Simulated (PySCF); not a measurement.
A species of formula C6H8F2 has this rotational fingerprint, computed with PBE0/def2-SVPD in PySCF (dipole) on a GFN2-xTB geometry, gas phase:

- Rotational constants: A = 4717, B = 1195, C = 1033 MHz
- Dipole components: |μa| = 2.13 D, |μb| = 0.00 D, |μc| = 0.03 D
- Inertial defect: -40.65 u·Å²
- κ: -0.91

Problem. Which candidate fits, each taken in the one conformer that was computed?
A. `[F:1][C@@H:2]1[CH2:3][C@@H:4]([F:5])[C@H:6]2[CH2:7][C@@H:8]12` with F1–C2–C3–C4 -95°, C2–C3–C4–F5 -143°, C3–C4–C6–C7 -51°, C4–C6–C7–C8 97°
B. `[F:1][C@@H:2]1[C@@H:3]2[CH2:4][CH2:5][C@H:6]([F:7])[C@H:8]12` with F1–C2–C3–C4 -15°, C2–C3–C4–C5 -50°, C3–C4–C5–C6 -25°, C4–C5–C6–F7 148°
C. `[CH2:1]=[C:2]1[CH2:3][CH:4]([CH:5]([F:6])[F:7])[CH2:8]1` with C3–C4–C5–F6 171°
D. `[F:1][C@@H:2]1[C@@H:3]2[CH2:4][C@@H:5]2[CH2:6][C@H:7]1[F:8]` with F1–C2–C3–C4 -65°, C2–C3–C4–C5 -97°, C3–C4–C5–C6 98°, C4–C5–C6–C7 -53°
E. `[CH2:1]=[CH:2][C:3](=[CH2:4])[C@@H:5]([F:6])[CH2:7][F:8]` with C1–C2–C3–C4 -179°, C2–C3–C5–F6 163°, C3–C5–C7–F8 143°

Solution. C. It is C=C1CC(C(F)F)C1, a near-prolate asymmetric top, point group Cs. The candidates at the same level (rigid rotor, commonest isotopes):

```
                          SMILES  A (MHz)  B (MHz)  C (MHz)  μa (D)  μb (D)  μc (D)  Δ (u·Å²)  point group                        rotor
 F[C@@H]1[C@@H]2C[C@@H]2C[C@H]1F     2854     2165     1419    2.12    1.64    0.37    -54.44           C1               asymmetric top
                 C=C1CC(C(F)F)C1     4717     1195     1033    2.13    0.00    0.03    -40.65           Cs  near-prolate asymmetric top
F[C@@H]1C[C@@H](F)[C@H]2C[C@H]21     3314     1838     1400    0.33    1.20    0.45    -66.48           C1               asymmetric top
             C=CC(=C)[C@@H](F)CF     2381     1735     1124    2.04    0.59    1.05    -53.89           C1               asymmetric top
F[C@@H]1[C@@H]2CC[C@H](F)[C@H]12     2794     2156     1763    1.56    2.07    1.84   -128.66           C1               asymmetric top
```

`F[C@@H]1[C@@H]2C[C@@H]2C[C@H]1F` has B 81 % too high; `F[C@@H]1[C@@H]2CC[C@H](F)[C@H]12` has B 80 % too high; `C=CC(=C)[C@@H](F)CF` has A 50 % too low; `F[C@@H]1C[C@@H](F)[C@H]2C[C@H]21` has B 54 % too high. In the right answer the mirror of this Cs structure is the ac plane, so μb vanishes by symmetry (the 0.01 D computed is a residue). No structure here is proved a minimum.
